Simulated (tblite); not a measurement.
Isomers of C6H7O2 (doublet state). All values are computed: GFN2-xTB (tblite) harmonic vibrations without scaling, gas phase. Against measured fundamentals such values can be off by several per cent, at times by over 20. One conformer each. Open shells enter through the occupations alone, without spin polarisation, and single modes of such species can be off by tens of per cent.

Electronic energies: GFN2-xTB at the same geometries; isomer energies are rough at this level and their order can be wrong.

```csv
SMILES,"electronic energy, lowest = 0 (kJ/mol)"
CC[CH]C#CC(=O)O,39.8
[H]/[C]=C1/CC[C@H]1C(=O)O,79.7
O=C1OC[C]1C1CC1,0.0
```

Question: How do GFN2-xTB zero-point energies change the relative energies?

Answer: 
```
                   SMILES  ZPE (kJ/mol)  of it from modes above 1550 cm⁻¹  electronic (kJ/mol)  with ZPE, lowest = 0 (kJ/mol)  lowest mode (cm⁻¹)  rings
          O=C1OC[C]1C1CC1         302.3                             138.4                  0.0                            0.0                  62      2
          CC[CH]C#CC(=O)O         293.9                             151.7                 39.8                           31.4                  39      0
[H]/[C]=C1/CC[C@H]1C(=O)O         296.8                             151.5                 79.7                           74.2                  56      1
```

The zero-point energies span 8.4 kJ/mol, from `CC[CH]C#CC(=O)O` to `O=C1OC[C]1C1CC1`. The order is unchanged.

Question: What do entropy and thermal enthalpy add at 298.15 K and 1 bar (rigid rotor, harmonic oscillator, one conformer each)?

Answer: 
| SMILES | point group | symmetry number | S (J/(mol K)) | H − H(0) (kJ/mol) | ZPE + H − H(0) − TS (kJ/mol) |
| --- | --- | --- | --- | --- | --- |
| O=C1OC[C]1C1CC1 | Cs | 1 | 366.1 | 22.07 | 215.2 |
| CC[CH]C#CC(=O)O | Cs | 1 | 411.9 | 27.23 | 198.3 |
| [H]/[C]=C1/CC[C@H]1C(=O)O | C1 | 1 | 378.4 | 23.68 | 207.7 |

S holds R ln(2S + 1) for the spin.
